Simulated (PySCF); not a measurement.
# Core-level binding energies of `CC[Si](N)(F)F`

Species: C2H7F2NSi.
Numbering: `[CH3:1][CH2:2][Si:3]([NH2:4])([F:5])[F:6]`

Level of theory: PySCF, delta-SCF UKS SCAN, pcX-2 on the ionised atom, pcseg-1 elsewhere, spin-free X2C. Binding energies are ΔSCF values: E(core-ionised, relaxed orbitals) − E(ground state) at a fixed geometry, referred to the vacuum level.

Question: Give the core binding energies atom by atom.

Answer: 
```tsv
atom(s)	bonded to	level	binding energy (eV)	2p1/2 (eV)	above the level's lowest (eV)	count
C1	C and 3 H	C 1s	290.85	–	+0.20	1
C2	C, 2 H and Si	C 1s	290.65	–	0.00	1
Si3	2 F, N and C	Si 2p3/2	108.51	109.14	0.00	1
Si3	2 F, N and C	Si 1s	1848.75	–	0.00	1
N4	2 H and Si	N 1s	405.28	–	0.00	1
F5/F6	Si	F 1s	692.41	–	0.00	2
```

The 2 C 1s values lie within 0.20 eV of each other; Gaussian lines of 0.5 eV full width would blend them into one maximum.

Question: Which photon wavelength matches the Si 1s of Si3 threshold?

Answer: λ = hc/E = 12398.42 eV Å / 1848.75 eV = 6.706 Å.

Question: Which effective nuclear charge Zeff reproduces each element's mean 1s value in the hydrogen-like formula E = 13.606 eV × Zeff²?

Answer: C (Z = 6): mean 290.7 eV, Zeff = 4.62, Z − Zeff = 1.38; N (Z = 7): mean 405.3 eV, Zeff = 5.46, Z − Zeff = 1.54; F (Z = 9): mean 692.4 eV, Zeff = 7.13, Z − Zeff = 1.87; Si (Z = 14): mean 1848.7 eV, Zeff = 11.66, Z − Zeff = 2.34. Means run over the listed sites, weighted by atom count.

One atom of each set of topologically equivalent atoms was ionised and stands for the set; in this conformer not all members are related by symmetry, and their own values weren't computed. Spin–orbit and ligand-field terms were added within each 2p shell after the spin-free SCF. 2p1/2 minus 2p3/2 (ligand field included): Si 0.63 eV. Geometry: GFN2-xTB, one conformer, isolated molecule.

The values belong to the conformer `[CH3:1][CH2:2][Si:3]([NH2:4])([F:5])[F:6]`: C1–C2–Si3–N4 53°, H–N4–Si3–C2 -165°, H–N4–Si3–C2 49°.
